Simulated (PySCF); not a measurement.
# CrOBr: fields on a plane

All numbers come from UB3LYP in PySCF with Cr def2-SVP, O def2-SVP, Br def2-SVP; no relativity; density-fitted integrals.

The quartet minimum has Cr–Br 2.327 Å, Cr–O 1.571 Å; Br–Cr–O 135.4°.

The plane holds Cr1 at (0.00, 0.00), O2 at (1.57, 0.00), Br3 at (-1.66, 1.64) Å. Columns run from x = -3.75 to 3.75 Å, rows from y = 4.05 (top) to -1.95 Å, in steps of 0.3 Å. Other isomers or separated fragments may lie lower.

Problem. Give the electron localisation function (set to 0 where the density is under 0.005 e/Å³). Lower edges of the bins: '0' 0.000, '1' 0.094, '2' 0.189, '3' 0.283, '4' 0.378, '5' 0.472, '6' 0.566, '7' 0.661, '8' 0.755, '9' 0.850; top 0.94.

Solution. 
```
00000000000000000000000000
00000122220000000000000000
00012345543200000000000000
00124567765420000000000000
01246788887531000000000000
02368888898642000000000000
13578732378753100000000000
24688358438863100000000000
24787189817863100010000000
24788258528731001333210000
24688721267211113666542000
13578887762135315888864100
02467888722778627889975200
00245676205922738228985200
00013453004822938228974200
00001221002788717989863100
00000011112564116988642000
00000011223431015776421000
00000002455431124653210000
00000000355543212321000000
00000000034543210000000000
```

Problem. Give the electrostatic potential (V) (cut at 20 V). Every second row and column.

Solution. 
```
-0.2 -0.3 -0.3 -0.4 -0.4 -0.4 -0.4 -0.3 -0.2 -0.2 -0.2 -0.2 -0.2
-0.2 -0.3 -0.2 -0.2 -0.4 -0.5 -0.5 -0.3 -0.3 -0.2 -0.2 -0.2 -0.2
-0.2 -0.1  1.1  3.4  3.0  0.4 -0.4 -0.3 -0.3 -0.3 -0.3 -0.3 -0.3
-0.2  0.6  7.8 20.0 20.0  6.7  0.3  0.0 -0.1 -0.3 -0.5 -0.5 -0.4
-0.3  0.9 17.2 20.0 20.0 16.8  2.4  1.4  0.3 -0.6 -0.8 -0.7 -0.6
-0.3  0.2  7.5 20.0 20.0 12.2 10.5  7.5  2.3  0.1 -1.3 -1.2 -0.8
-0.3 -0.3  0.8  4.2  7.4 19.3 20.0 20.0 15.5 20.0  2.4 -1.4 -0.9
-0.1 -0.1  0.2  1.3  5.8 20.0 20.0 20.0 20.0 20.0  8.2 -1.2 -0.9
 0.1  0.2  0.5  1.4  4.2 11.6 20.0 18.6  5.8  5.9  0.3 -1.0 -0.7
 0.2  0.4  0.7  1.3  2.4  4.2  5.7  4.5  1.3 -0.4 -0.7 -0.6 -0.5
 0.3  0.4  0.6  1.0  1.4  1.9  2.1  1.7  0.7  0.0 -0.3 -0.3 -0.3
```

Other spin states or occupations of the open shell can lie lower.
